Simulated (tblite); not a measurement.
C₄H₈FNSi₂.
SMILES with atom numbers: `[N:1]#[C:2][C@@H:3]1[SiH2:4][SiH2:5][CH2:6][C@@H:7]1[F:8]` (hydrogens: H9 on C3; H10, H11 on Si4; H12, H13 on Si5; H14, H15 on C6; H16 on C7)

The geometry is computed with GFN2-xTB (gas phase).

(1) What internal coordinates does the optimisation give?

## Answers

(1) 
```tsv
bond	length (Å)
N1≡C2	1.145
C2–C3	1.427
C3–Si4	1.946
Si4–Si5	2.324
Si5–C6	1.924
C6–C7	1.522
C7–F8	1.389
C3–C7	1.531
C3–H9	1.094
Si4–H10	1.468
Si4–H11	1.461
Si5–H12	1.468
Si5–H13	1.464
C6–H14	1.089
C6–H15	1.090
C7–H16	1.100
```

A selection of angles:
```tsv
angle	degrees
N1–C2–C3	178.7
C2–C3–Si4	112.0
C2–C3–C7	111.8
Si4–C3–C7	107.1
C3–Si4–Si5	91.8
Si4–Si5–C6	93.9
Si5–C6–C7	107.8
C6–C7–F8	107.9
C3–C7–C6	111.2
C3–C7–F8	108.2
```

Torsions: C2–C3–Si4–Si5 -154° (antiperiplanar); C3–Si4–Si5–C6 3° (synperiplanar); Si4–Si5–C6–C7 25° (synperiplanar); Si5–C6–C7–F8 64° (synclinal); C2–C3–C7–C6 -179° (antiperiplanar).

Si4 (SiH2 silicon) has angles from 91.8° to 120.3°. Si5 (SiH2 silicon) has angles from 93.9° to 117.9°. The 3 C–C bonds span 1.427 Å (C2–C3, drawn single) to 1.531 Å (C3–C7, drawn single), a spread of 0.104 Å. The 2 C–Si bonds span 1.924 Å (Si5–C6, drawn single) to 1.946 Å (C3–Si4, drawn single), a spread of 0.022 Å. The 5-membered ring C3–Si4–Si5–C6–C7 has internal angles of 91.8° to 111.2° (sum 512°, against 540° for a flat polygon); it is puckered, 0.22 Å rms from its mean plane, widest ring torsion 58°.

Point group: C1 (no symmetry element, even within 0.4 Å). Its GFN2-xTB frequencies are all real (lowest 57 cm⁻¹). The numbers are those of one conformer.
